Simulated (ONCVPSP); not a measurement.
tellurium (Te): excitation energies, all-electron against ONCV

ONCVPSP 4.0.1 input, shortened (lines: element, Z, core and valence counts, functional; n l f; lmax; l rc ep ncon nbas qcut; lloc lpopt rc5 dvloc0; l nproj debl; icmod fcfact rcfact), PBE, fully relativistic:

```
  Te 52.00    6    5        4      upf
    1    0    2.00
    2    0    2.00
    2    1    6.00
    3    0    2.00
    3    1    6.00
    3    2   10.00
    4    0    2.00
    4    1    6.00
    4    2   10.00
    5    0    2.00
    5    1    2.00
    2
    0    1.30    0.00    5    8   10.00
    1    1.55    0.00    3    7    9.90
    2    1.40    0.00    4    8   10.00
    4    3    1.20    0.00
    0    2    2.60
    1    3    2.00
    2    2    1.40
    3    5.00    1.65
```

Open shells are filled in proportion to 2j + 1.

In the d channel the program set the typed energies aside and used -2.218, 0.250 Ha (j = l + 1/2; the other j can differ).

Energies are relative to the spin-unpolarised reference configuration 4s2 4p6 4d10 5s2 5p2; without spin polarisation the order of configurations can differ from experiment.

```csv
valence configuration,charge,ΔE all-electron (eV),error AE − PS (meV)
4s2 4p6 4d10 5s2 5p3,+1,-17.949,-0.6
4s2 4p6 4d9 5s2 5p5,0,10.496,+26
```

**Question.** What are ΔE and the potential's error for 4s2 4p6 4d10 5s2 5p4?

**Answer.** ΔE = -27.699 eV all-electron; the error (AE − PS) is -1.1 meV.

**Question.** What are ΔE and the potential's error for 4s2 4p6 4d10 5s2 5p1?

**Answer.** ΔE = 26.928 eV all-electron; the error (AE − PS) is -0.2 meV.

Levels in the configuration 4s2 4p6 4d10 5s2 5p1:

| level | all-electron (eV) | pseudo (eV) |
| --- | --- | --- |
| 4s j=1/2 | -195.128 | -195.147 |
| 4p j=3/2 | -142.194 | -142.209 |
| 4p j=1/2 | -151.921 | -151.938 |
| 4d j=5/2 | -71.708 | -71.708 |
| 4d j=3/2 | -73.190 | -73.190 |
| 5s j=1/2 | -42.677 | -42.678 |
| 5p j=3/2 | -31.224 | -31.225 |
| 5p j=1/2 | -32.446 | -32.447 |
